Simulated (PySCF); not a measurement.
Calculated NMR data

PySCF calculation with NMR shieldings at PBE0/pcSseg-1/GIAO and coordinates at the GFN2-xTB level; one conformer, gas phase, relativity neglected, equivalent nuclei averaged.

Chemical shifts δ = σref − σ; ¹H (31.72 ppm), ¹³C (186.93 ppm) vs TMS, all at this level. Where no couplings were computed, multiplicities follow the n + 1 count of equivalent neighbours, and m marks all less simple cases (inequivalent or close neighbours, rings, F or P nearby). Shifts are as computed. Against solution values, carbons near 30 ppm lie about +3 ppm off and those near 130 ppm about +5 ppm (rms about the fit 2.1 ppm; single classes can miss by 10 ppm). Of 1328 compounds with measured shifts, 309 miss one by over three times the rms of a fit or turn the order of signals round; such compounds aren't used in these exercises. Signals without a measured value on file couldn't be tested in this way; 1H shifts scatter by 0.2 ppm about their fit, and single ones miss by 0.5 ppm.

**1.** `InChI=1S/C5H6N2/c1-5-2-3-6-7-4-5/h2-4H,1H3`. ¹H NMR (600 MHz, computed): δ 9.49 (s, 1H), 9.44 (d, 1H), 7.25 (d, 1H), 2.43 (s, 3H). ¹³C{¹H} NMR (computed): δ 156.9 (CH), 155.0 (CH), 140.8 (C), 130.3 (CH), 20.8 (CH3).

**2.** `o1nc(C#N)c(C2CC2)c1`, C$_{7}$H$_{6}$N$_{2}$O. ¹H NMR (600 MHz, computed): δ 8.09 (s, 1H), 1.92 (m, 1H), 1.36 (m, 2H), 0.57 (m, 2H). ¹³C{¹H} NMR (computed): δ 158.2, 144.7, 140.9, 116.1, 17.4, 7.0.
